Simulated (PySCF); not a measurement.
## Telling isomers of C$_{3}$H$_{7}$ClOSi$_{2}$ apart by NMR

- structure optimised with GFN2-xTB
- shieldings: GIAO PBE0/pcSseg-1
- code: PySCF 2.14.0 with density-fitted response routines
- relativity neglected, no solvent, a single conformation, rapidly exchanging positions averaged

Referencing at the same level of theory: $^{1}$H (σref 31.72) and $^{13}$C (σref 186.93) vs TMS. Where no couplings were computed, multiplicities follow the n + 1 count of equivalent neighbours, and m marks all less simple cases (inequivalent or close neighbours, rings, F or P nearby). Shifts are as computed. Against solution values, carbons near 30 ppm lie about +3 ppm off and those near 130 ppm about +5 ppm; carbons on Cl a further +6 ppm. Of 1211 compounds with measured shifts, 218 miss one by over three times the rms of a fit or turn the order of signals round; such compounds aren't used in these exercises. Carbons bonded to Cl come out too deshielded.

(1) Tabulate the signals of `O=C=C(Cl)[SiH2]C[SiH3]`, `O=C(Cl)C=C([SiH3])[SiH3]`, `O=C=C(Cl)C[SiH2][SiH3]` and their relative energies.

(2) What is the quickest way to tell O=C(Cl)C=C([SiH3])[SiH3] from O=C=C(Cl)C[SiH2][SiH3]?

(3) What is the quickest way to tell O=C=C(Cl)[SiH2]C[SiH3] from O=C(Cl)C=C([SiH3])[SiH3]?

(4) What is the quickest way to tell O=C=C(Cl)[SiH2]C[SiH3] from O=C=C(Cl)C[SiH2][SiH3]?

## Answers

(1) 
```tsv
SMILES	carbon types	δC	δH	E rel. (kcal/mol)
O=C=C(Cl)[SiH2]C[SiH3]	2×C 1×CH2	195.3, 30.5, -14.1	4.85 (t, 2H), 4.01 (t, 3H), -0.15 (m, 2H)	2.6
O=C(Cl)C=C([SiH3])[SiH3]	2×C 1×CH	189.4, 177.8, 155.3	7.42 (s, 1H), 4.41 (s, 3H), 4.34 (s, 3H)	0.0
O=C=C(Cl)C[SiH2][SiH3]	2×C 1×CH2	223.8, 65.4, 14.1	4.17 (m, 2H), 3.44 (t, 3H), 1.73 (t, 2H)	15.8
```

Energies are electronic energies at PBE0/pcSseg-1 on these geometries, without zero-point or thermal terms, each for the one conformer computed, which needn't be the lowest.

(2) Both give the same number of carbon signals, but DEPT or the intensities differ. The first has an α carbon of a C=C–C=O unit (CH) at 155.3 ppm, the second a terminal carbon of a ketene (C) at 65.4 ppm. Their most deshielded carbons lie at 189.4 and 223.8 ppm. In the proton spectra the most deshielded non-exchanging signals are 7.42 (s, 1H) and 4.17 (m, 2H).

(3) Both give the same number of carbon signals, but DEPT or the intensities differ. The first has a terminal carbon of a ketene (C) at 30.5 ppm, the second an α carbon of a C=C–C=O unit (CH) at 155.3 ppm. Their most deshielded carbons lie at 195.3 and 189.4 ppm. In the proton spectra the most deshielded non-exchanging signals are 4.85 (t, 2H) and 7.42 (s, 1H).

(4) Both give the same number of carbon signals, with the same numbers of each carbon type, so the positions decide. The first has a terminal carbon of a ketene (C) at 30.5 ppm, the second a terminal carbon of a ketene (C) at 65.4 ppm. Their most deshielded carbons lie at 195.3 and 223.8 ppm. In the proton spectra the most deshielded non-exchanging signals are 4.85 (t, 2H) and 4.17 (m, 2H).
